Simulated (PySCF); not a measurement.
Vertical excitations of a molecule C4H4F2 from PySCF 2.14.0 with TDA-CAM-B3LYP/def2-SVPD, as energy in eV (oscillator strength): 4.84 (0.000), 6.84 (0.028), 6.98 (0.000), 7.46 (0.021), 7.85 (0.028), 7.99 (0.376), 8.35 (0.214), 8.74 (1.085), 8.77 (0.015), 8.89 (0.011). Lowest triplet (TDA): 4.24 eV. The structure is a stationary point at PBE0-D3(BJ)/def2-SVP. One conformer was computed; it need not be the lowest.

### Question
Pick the molecule that these values belong to.
A. CC=C=C(F)F
B. FC1=C(F)CC1
C. F[C@@H]1C=C[C@H]1F
D. C=C(F)/C=C\F

### Answer
A, CC=C=C(F)F
